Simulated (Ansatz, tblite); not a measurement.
Cost and result up the ladder for the cluster BeF₂⁺ (3 atoms). The state is a doublet with charge 1. Geometry: r2SCAN-D4/def2-TZVP.

Cartesian coordinates in Å:
```
Be 0.0025 0.0013 -0.0001
F 0.6514 -1.2271 0.3955
F -0.6539 1.2257 -0.3955
```

Ansatz on 4 threads of Arm Neoverse N1 on a shared host; xTB runs through tblite on one thread. Times are rough, summed over both states, and most runs start from the orbitals of an earlier one. ωB97X-V/def2-TZVP serves as the yardstick here, not as an exact answer. The other state is a quartet at its own geometry, which has other bonds, so the gap mixes isomer and spin.

The xTB rows come from tblite. HSE06 is defined as in plane-wave codes, on full-range PBE exchange. Correlated methods freeze 2 core orbitals. In CCSD on the charge 1 doublet the largest single amplitude is 0.30, so its Hartree–Fock determinant may place the open shell otherwise than the density functionals do. In the quartet geometry the species has come apart into loosely held pieces. In the quartet, F2 and F3 lie 1.88 Å apart (atoms count from 1), so these atoms are partly bonded to each other. The structure comes from a short search, and lower isomers may exist.

Run but left out: HF/STO-3G, HF/def2-TZVP, HF/def2-TZVPP, MP2/def2-TZVP, MP2/def2-TZVPP (doublet: a determinant that CCSD turns far, T1 0.053).

Correlated methods converge slowly with the basis.

xTB has no spin-polarisation term.

```tsv
level	functions	quartet − doublet (eV)	difference from ωB97X-V/def2-TZVP (eV)	remarks
CCSD(T)/def2-TZVPP	81	5.76	-0.17	large T1 (0.053) (doublet)
GFN1-xTB	12	5.82	-0.11	–
GFN2-xTB	12	6.56	0.63	–
RPA@PBE/def2-TZVP	81	6.34	0.41	–
ωB97X-V/def2-TZVP	81	5.93	0.00	–
CAM-B3LYP-D4/def2-TZVP	81	6.06	0.13	–
HSE06-D4/def2-TZVP	81	6.04	0.11	–
BHLYP-D4/def2-TZVP	81	5.58	-0.34	–
r2SCAN-D4/def2-TZVP	81	6.19	0.26	–
PBE-D4/def2-TZVP	81	6.32	0.39	–
```

(1) Estimate how long each takes.

## Answers

(1) GFN2-xTB 0.004 s; GFN1-xTB 0.006 s; RPA@PBE/def2-TZVP 2.9 s; PBE-D4/def2-TZVP 3.6 s; HSE06-D4/def2-TZVP 3.6 s; BHLYP-D4/def2-TZVP 5.1 s; CAM-B3LYP-D4/def2-TZVP 5.2 s; r2SCAN-D4/def2-TZVP 6.1 s; CCSD(T)/def2-TZVPP 7.5 s; ωB97X-V/def2-TZVP 18 s. On shared hardware such times vary by a factor of up to 3.
